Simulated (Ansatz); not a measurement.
Ansatz (a quantum-chemistry and plane-wave program) input file for Al(Me)(F) (CH₃AlF), SMILES [CH3][Al][F], multiplicity 2, PBE0-D3(BJ)/def2-TZVP. 

Ansatz 0.2 input:
```yaml
crystal:
  periodic: [false, false, false]
  atoms:
    - {symbol: Al, position_ang: [0.44534755, -0.09703729, 0.25573607]}
    - {symbol: C, position_ang: [-0.08197951, 1.41089412, -0.99047121]}
    - {symbol: H, position_ang: [-0.91065278, 2.00396394, -0.59427988]}
    - {symbol: H, position_ang: [-0.38796876, 1.04657683, -1.97482382]}
    - {symbol: H, position_ang: [0.76583656, 2.08398686, -1.13579809]}
    - {symbol: F, position_ang: [-0.52942844, -1.37093419, 0.70257336]}
basis:
  gaussian:
    orbitals: def2-TZVP
hamiltonian:
  xc: pbe0
  dispersion: d3bj
magnetization: {spin_polarized: true, initial_magnetization: 1}
relax: {f_tol: 0.002, max_steps: 200}
```

Output:

```
WARN ansatz: RAYON_NUM_THREADS=1 ignored (pool sized by the plan → 1); use --threads N
Functional definition: PBE0
integrals: 0.03 GiB planned
747 factors; their error is unknown
mean field: 0.42 GiB planned
mean field evaluation 1: about -10387.0274 eV, gradient 4.5e1 eV
mean field evaluation 2: about -10377.3968 eV, gradient 6.5e1 eV
mean field evaluation 4: about -10395.4255 eV, gradient 4.5e0 eV
mean field evaluation 8: about -10395.5282 eV, gradient 3.6e-2 eV
mean field -10395.52823533 eV, -382.0286163063 hartree, gradient 4.3e-5 eV, S^2 0.752890; 0 other end points of the search recorded, 0 dependent functions left out
the calculation of the forces begins
reference -10395.52826462 eV, -382.0286173828 hartree; 16, 15 occupied and 101, 102 virtual orbitals, 747 factors
relax step   1: F+E_penalty+E_count = -10395.59781700 eV  Δ(F+E_penalty+E_count) = +0.000e0 eV  max|allowed force component| = 3.902e-1 eV/Å  Δτ_max = 0.0000 Å  (27 SCF iters, accepted)
these checks for a lower state are left out or cut short: starts, cluster_reference, orbital_swaps, neighbouring_geometries, increment
integrals: 0.03 GiB planned
747 factors; their error is unknown
mean field: 0.42 GiB planned
mean field evaluation 16: about -10395.4871 eV, gradient 3.8e0 eV
mean field -10395.58045348 eV, -382.0305352879 hartree, gradient 8.0e-6 eV, S^2 0.752704; 0 other end points of the search recorded, 0 dependent functions left out
the calculation of the forces begins
reference -10395.58048248 eV, -382.0305363537 hartree; 16, 15 occupied and 101, 102 virtual orbitals, 747 factors
relax step   2: F+E_penalty+E_count = -10395.65093302 eV  Δ(F+E_penalty+E_count) = -5.312e-2 eV  max|allowed force component| = 2.141e-1 eV/Å  Δτ_max = 0.1382 Å  (31 SCF iters, accepted)
these checks for a lower state are left out or cut short: starts, cluster_reference, orbital_swaps, neighbouring_geometries, increment
integrals: 0.03 GiB planned
747 factors; their error is unknown
mean field: 0.42 GiB planned
mean field -10395.58837905 eV, -382.0308265473 hartree, gradient 2.1e-5 eV, S^2 0.752580; 0 other end points of the search recorded, 0 dependent functions left out
the calculation of the forces begins
reference -10395.58840784 eV, -382.0308276051 hartree; 16, 15 occupied and 101, 102 virtual orbitals, 747 factors
relax step   3: F+E_penalty+E_count = -10395.65924601 eV  Δ(F+E_penalty+E_count) = -8.313e-3 eV  max|allowed force component| = 1.278e-1 eV/Å  Δτ_max = 0.0606 Å  (30 SCF iters, accepted)
these checks for a lower state are left out or cut short: starts, cluster_reference, orbital_swaps, neighbouring_geometries, increment
integrals: 0.03 GiB planned
747 factors; their error is unknown
mean field: 0.42 GiB planned
mean field evaluation 32: about -10395.5890 eV, gradient 1.5e-1 eV
mean field -10395.58901043 eV, -382.0308497499 hartree, gradient 2.0e-5 eV, S^2 0.752579; 0 other end points of the search recorded, 0 dependent functions left out
the calculation of the forces begins
reference -10395.58903917 eV, -382.0308508062 hartree; 16, 15 occupied and 101, 102 virtual orbitals, 747 factors
relax step   4: F+E_penalty+E_count = -10395.65993400 eV  Δ(F+E_penalty+E_count) = -6.880e-4 eV  max|allowed force component| = 5.834e-2 eV/Å  Δτ_max = 0.0109 Å  (32 SCF iters, accepted)
these checks for a lower state are left out or cut short: starts, cluster_reference, orbital_swaps, neighbouring_geometries, increment
integrals: 0.03 GiB planned
747 factors; their error is unknown
mean field: 0.42 GiB planned
mean field -10395.58912144 eV, -382.0308538295 hartree, gradient 2.6e-5 eV, S^2 0.752583; 0 other end points of the search recorded, 0 dependent functions left out
the calculation of the forces begins
reference -10395.58915018 eV, -382.0308548858 hartree; 16, 15 occupied and 101, 102 virtual orbitals, 747 factors
relax step   5: F+E_penalty+E_count = -10395.66005454 eV  Δ(F+E_penalty+E_count) = -1.205e-4 eV  max|allowed force component| = 2.610e-3 eV/Å  Δτ_max = 0.0021 Å  (25 SCF iters, accepted)
these checks for a lower state are left out or cut short: starts, cluster_reference, orbital_swaps, neighbouring_geometries, increment
integrals: 0.03 GiB planned
747 factors; their error is unknown
mean field: 0.42 GiB planned
mean field -10395.58912429 eV, -382.0308539343 hartree, gradient 9.0e-5 eV, S^2 0.752584; 0 other end points of the search recorded, 0 dependent functions left out
the calculation of the forces begins
reference -10395.58915303 eV, -382.0308549906 hartree; 16, 15 occupied and 101, 102 virtual orbitals, 747 factors
relax step   6: F+E_penalty+E_count = -10395.66005611 eV  Δ(F+E_penalty+E_count) = -1.560e-6 eV  max|allowed force component| = 8.976e-4 eV/Å  Δτ_max = 0.0007 Å  (22 SCF iters, accepted)
these checks for a lower state are left out or cut short: starts, cluster_reference, orbital_swaps, neighbouring_geometries, increment
integrals: 0.03 GiB planned
747 factors; their error is unknown
mean field: 0.42 GiB planned
mean field -10395.58913185 eV, -382.0308542121 hartree, gradient 1.5e-5 eV, S^2 0.752585; 0 other end points of the search recorded, 0 dependent functions left out
the calculation of the forces begins
reference -10395.58916060 eV, -382.0308552685 hartree; 16, 15 occupied and 101, 102 virtual orbitals, 747 factors
relax step   7: F+E_penalty+E_count = -10395.66006119 eV  Δ(F+E_penalty+E_count) = -5.086e-6 eV  max|allowed force component| = 3.132e-3 eV/Å  Δτ_max = 0.0038 Å  (26 SCF iters, accepted)
these checks for a lower state are left out or cut short: starts, cluster_reference, orbital_swaps, neighbouring_geometries, increment
integrals: 0.03 GiB planned
747 factors; their error is unknown
mean field: 0.42 GiB planned
mean field -10395.58913782 eV, -382.0308544314 hartree, gradient 2.0e-5 eV, S^2 0.752586; 0 other end points of the search recorded, 0 dependent functions left out
the calculation of the forces begins
reference -10395.58916657 eV, -382.0308554879 hartree; 16, 15 occupied and 101, 102 virtual orbitals, 747 factors
relax step   8: F+E_penalty+E_count = -10395.66006662 eV  Δ(F+E_penalty+E_count) = -5.433e-6 eV  max|allowed force component| = 4.420e-3 eV/Å  Δτ_max = 0.0064 Å  (32 SCF iters, accepted)
these checks for a lower state are left out or cut short: starts, cluster_reference, orbital_swaps, neighbouring_geometries, increment
integrals: 0.03 GiB planned
747 factors; their error is unknown
mean field: 0.42 GiB planned
mean field evaluation 64: about -10395.5891 eV, gradient 9.9e-4 eV
mean field -10395.58913875 eV, -382.0308544655 hartree, gradient 2.0e-5 eV, S^2 0.752585; 0 other end points of the search recorded, 0 dependent functions left out
the calculation of the forces begins
reference -10395.58916749 eV, -382.0308555219 hartree; 16, 15 occupied and 101, 102 virtual orbitals, 747 factors
relax step   9: F+E_penalty+E_count = -10395.66006926 eV  Δ(F+E_penalty+E_count) = -2.636e-6 eV  max|allowed force component| = 2.965e-3 eV/Å  Δτ_max = 0.0042 Å  (32 SCF iters, accepted)
these checks for a lower state are left out or cut short: starts, cluster_reference, orbital_swaps, neighbouring_geometries, increment
integrals: 0.03 GiB planned
747 factors; their error is unknown
mean field: 0.42 GiB planned
mean field -10395.58913785 eV, -382.0308544325 hartree, gradient 2.4e-5 eV, S^2 0.752584; 0 other end points of the search recorded, 0 dependent functions left out
the calculation of the forces begins
reference -10395.58916659 eV, -382.0308554888 hartree; 16, 15 occupied and 101, 102 virtual orbitals, 747 factors
relax step  10: F+E_penalty+E_count = -10395.66006975 eV  Δ(F+E_penalty+E_count) = -4.924e-7 eV  max|allowed force component| = 7.404e-4 eV/Å  Δτ_max = 0.0011 Å  (24 SCF iters, accepted)
integrals: 0.03 GiB planned
747 factors; their error is unknown
mean field: 0.42 GiB planned
mean field -10395.58913785 eV, -382.0308544325 hartree, gradient 2.4e-5 eV, S^2 0.752584; 1 other end points of the search recorded, 0 dependent functions left out
the calculation of the forces begins
reference -10395.58916659 eV, -382.0308554888 hartree; 16, 15 occupied and 101, 102 virtual orbitals, 747 factors
Total energy: -10395.66009850 eV, -382.0334621883 hartree
Atom 0 at     0.521555    -0.057577     0.237692 Å, force    -0.000740    -0.000362    -0.000024 eV/Å
Atom 1 at    -0.052512     1.386703    -0.965574 Å, force    -0.000225    -0.000178     0.000092 eV/Å
Atom 2 at    -0.912165     1.898266    -0.521192 Å, force     0.000202    -0.000133    -0.000035 eV/Å
Atom 3 at    -0.374440     0.949801    -1.916179 Å, force     0.000116     0.000060     0.000179 eV/Å
Atom 4 at     0.734630     2.116530    -1.158350 Å, force     0.000078     0.000117    -0.000089 eV/Å
Atom 5 at    -0.615913    -1.216272     0.586539 Å, force     0.000569     0.000495    -0.000123 eV/Å
Dipole moment:     0.195377     0.311899    -0.136650 e Å
```

The run converged.
